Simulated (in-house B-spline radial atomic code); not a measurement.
Ga⁸⁺. Computed with a B-spline radial atomic code. Model: all-electron spherical atom, spin shells full or empty, radial basis limit, no spin-orbit coupling: exact exchange with a local potential (Slater, KLI or optimised effective potential, whose far tail is KLI's), no correlation.

Exchange potential has not reached -1/r at the last radius.

The run also made RPA and GW results, which its time includes.

The Slater potential averages the orbital exchange potentials with the orbital densities as weights, KLI adds orbital constants, and the optimised effective potential minimises the exact-exchange energy among local potentials. So their energies lie above Hartree-Fock in the order OEP, KLI, Slater. All fall off as −1/r, unlike LDA and GGA exchange.

Command:
```bash
python run_gw.py task.json out
```
Settings (lengths in bohr, energies in hartree):
```
Z                      31
electrons              23
configuration          [Ar] 3d5
hamiltonian            nr
method                 oep
lmax                   9
spin_polarised         True
box_radius             7.7
intervals              68
```

Run time, properties included: 5.8 s on 1 thread of Arm Neoverse N1, on a shared host.

Given: hamiltonian non-relativistic; mean-field start exchange-only OEP.

Computed: energy above Hartree-Fock 6.0761 millihartree; virial ratio -E/T less 1 0.

```csv
radius (bohr),r times exchange potential up (hartree bohr),r times exchange potential down (hartree bohr)
0.00161,-0.040881,-0.040998
0.00196,-0.049727,-0.049869
0.00238,-0.060309,-0.060481
0.00289,-0.073106,-0.073316
0.0035,-0.088311,-0.088564
0.00425,-0.10683,-0.10714
0.00516,-0.12902,-0.12939
0.00627,-0.15557,-0.15601
0.00761,-0.18677,-0.18731
0.00924,?,?
0.0112,-0.2651,-0.26589
0.0136,-0.31268,-0.31364
0.0165,-0.36471,-0.36587
0.0201,-0.42083,-0.42223
0.0244,-0.4757,-0.4774
0.0296,-0.52508,-0.52719
0.0359,-0.56168,-0.56438
0.0436,-0.57557,-0.57925
0.0529,-0.55811,-0.56349
0.0642,-0.52406,-0.53208
0.078,-0.54075,-0.55129
0.0947,?,?
0.115,-0.81094,-0.82156
0.14,-0.94362,-0.95355
0.169,-1.0276,-1.039
0.206,-1.0475,-1.0661
0.25,-0.97767,-0.98958
0.303,-0.9278,-0.7764
0.368,-1.1291,-0.78082
0.447,-1.4095,-1.0984
0.542,-1.6033,-1.2858
0.658,-1.6936,-1.3761
0.799,-1.6649,-1.3919
0.971,-1.5398,-1.344
1.18,-1.3788,-1.2657
1.43,-1.2417,-1.1906
1.74,-1.1503,-1.1264
```

Problem. What belongs in the row 0.00924?

Solution. r times exchange potential up (hartree bohr): -0.22334; r times exchange potential down (hartree bohr): -0.224.

Problem. What belongs in the row 0.0947?

Solution. r times exchange potential up (hartree bohr): -0.65633; r times exchange potential down (hartree bohr): -0.66753.

```csv
occupied,level (hartree),Hartree-Fock level (hartree)
1s up,-378.56,-385.87
1s down,-378.65,-385.87
2s up,-53.184,-55.506
2s down,-53.081,-55.157
2p up,-47.953,-49.817
2p down,?,?
3s up,?,?
3s down,-12.11,-12.455
3p up,-10.833,-11.175
3p down,-10.379,-10.378
3d up,-7.8757,-7.8751
```

Problem. What belongs in the row 2p down?

Solution. level (hartree): -47.915; Hartree-Fock level (hartree): -49.483.

Problem. What belongs in the row 3s up?

Solution. level (hartree): -12.563; Hartree-Fock level (hartree): -13.108.

```tsv
empty	level (hartree)
3d down	-7.4114
4s up	-4.9355
4s down	-4.8326
4p up	-4.3824
4p down	-4.2878
4d up	?
4d down	-3.4173
4f up	-2.7433
4f down	-2.6859
5s up	?
5s down	-2.6349
```

Problem. What belongs in the row 4d up?

Solution. level (hartree): -3.4997.

Problem. What belongs in the row 5s up?

Solution. level (hartree): -2.6727.

The highest level, 3d up, differs from Hartree-Fock by -0.015 eV and the deepest, 1s down, by +196 eV: a local potential can match the highest level but can't give each shell its own exchange.
